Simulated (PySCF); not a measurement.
Calculated NMR parameters of C#CC/C(=C/F)CC=C

```yaml
Formula: C8H9F
SMILES: C#CC/C(=C/F)CC=C
Point_group_of_the_computed_structure: C1
Degrees_of_unsaturation: 4
Carbon_signals: 8
Proton_signals: 7
```

Molfile (atoms numbered from 1):
```
C8H9F
     RDKit          3D

 18 17  0  0  0  0  0  0  0  0999 V2000
   -2.7178    1.2174    1.1253 C   0  0  0  0  0  0  0  0  0  0  0  0
   -1.8585    0.3864    1.0798 C   0  0  0  0  0  0  0  0  0  0  0  0
   -0.8105   -0.6148    0.9897 C   0  0  0  0  0  0  0  0  0  0  0  0
   -0.3726   -0.7792   -0.4415 C   0  0  0  0  0  0  0  0  0  0  0  0
   -0.6955   -1.8651   -1.1232 C   0  0  0  0  0  0  0  0  0  0  0  0
   -0.3284   -2.0470   -2.4088 F   0  0  0  0  0  0  0  0  0  0  0  0
    0.4430    0.3451   -1.0191 C   0  0  0  0  0  0  0  0  0  0  0  0
    1.8315    0.3183   -0.4488 C   0  0  0  0  0  0  0  0  0  0  0  0
    2.3597    1.2873    0.2739 C   0  0  0  0  0  0  0  0  0  0  0  0
   -3.4761    1.9398    1.1825 H   0  0  0  0  0  0  0  0  0  0  0  0
    0.0426   -0.2856    1.5912 H   0  0  0  0  0  0  0  0  0  0  0  0
   -1.1848   -1.5594    1.3919 H   0  0  0  0  0  0  0  0  0  0  0  0
   -1.2697   -2.7008   -0.7508 H   0  0  0  0  0  0  0  0  0  0  0  0
    0.4973    0.2324   -2.1043 H   0  0  0  0  0  0  0  0  0  0  0  0
   -0.0396    1.2962   -0.7832 H   0  0  0  0  0  0  0  0  0  0  0  0
    2.3942   -0.5820   -0.6598 H   0  0  0  0  0  0  0  0  0  0  0  0
    3.3610    1.2263    0.6659 H   0  0  0  0  0  0  0  0  0  0  0  0
    1.8154    2.1911    0.4965 H   0  0  0  0  0  0  0  0  0  0  0  0
  1  2  3  0
  2  3  1  0
  3  4  1  0
  4  5  2  0
  5  6  1  0
  4  7  1  0
  7  8  1  0
  8  9  2  0
  1 10  1  0
  3 11  1  0
  3 12  1  0
  5 13  1  0
  7 14  1  0
  7 15  1  0
  8 16  1  0
  9 17  1  0
  9 18  1  0
M  END
```

- GFN2-xTB geometry
- shielding tensors at PBE0/pcSseg-1 (GIAO)
- program: PySCF 2.14
- non-relativistic, a single conformation, equivalent nuclei averaged, in vacuum

Scale: $^{1}$H (31.72 ppm), $^{13}$C (186.93 ppm) against TMS; $^{19}$F (170.95 ppm) against CFCl3 (reference shieldings calculated alike).

| carbon | δC, type | δH (multiplicity) | HMBC from (2–3 bonds) | span of the C tensor (ppm) |
| --- | --- | --- | --- | --- |
| C1 | 75.4, CH | 1.40 (t) | H11/H12 | 219 |
| C2 | 87.0, C | – | H11/H12, H10 | 295 |
| C3 | 20.6, CH2 | 2.85 (d) | H13, H14/H15, H10 | 27 |
| C4 | 125.5, C | – | H13, H16, H14/H15, H11/H12 | 197 |
| C5 | 154.5, CH | 6.88 (m) | H14/H15, H11/H12 | 130 |
| C7 | 35.8, CH2 | 3.31 (d) | H13, H16, H18, H17, H11/H12 | 43 |
| C8 | 145.6, CH | 5.87 (m) | H18, H17, H14/H15 | 230 |
| C9 | 124.2, CH2 | H17 5.42 (m); H18 5.56 (m) | H16, H14/H15 | 209 |

Other nuclei:
| atoms | nucleus | environment | δ (ppm) | σ (ppm) |
| --- | --- | --- | --- | --- |
| F6 | $^{19}$F | vinylic fluorine | -130.2 | 301.1 |

1. Carbon types of the structure: 2 × C, 3 × CH, 3 × CH2, which accounts for all hydrogens.
2. δC 154.5, 145.6: alkene CH; an sp2 carbon of a C=C bond.
3. δC 125.5: fully substituted alkene carbon; as expected for a trigonal carbon in a double bond.
4. δC 124.2: terminal =CH2 carbon; as expected for a trigonal carbon in a double bond.
5. δC 87.0: alkyne carbon; sp carbons lie upfield of alkene carbons because the cylindrical π system leaves one tensor component strongly shielded.
6. δC 75.4: terminal alkyne carbon; sp carbons lie upfield of alkene carbons because the cylindrical π system leaves one tensor component strongly shielded.

Splittings by $^{19}$F in the carbon and heteronuclear signals aren't shown, as no couplings were computed. Shifts are as computed. Against solution values, carbons near 30 ppm lie about +3 ppm off and those near 130 ppm about +5 ppm. Of 1309 compounds with measured shifts, 239 miss one by over three times the rms of a fit or turn the order of signals round; such compounds aren't used in these exercises. Unscaled 19F shifts against computed CFCl3 carry errors that often reach 10 to 50 ppm. No couplings were computed; multiplicities are counted from neighbouring protons, with m where these are inequivalent, close in shift, in a saturated or five-membered ring or joined by F or P, and br s for small geminal =CH2 splittings.
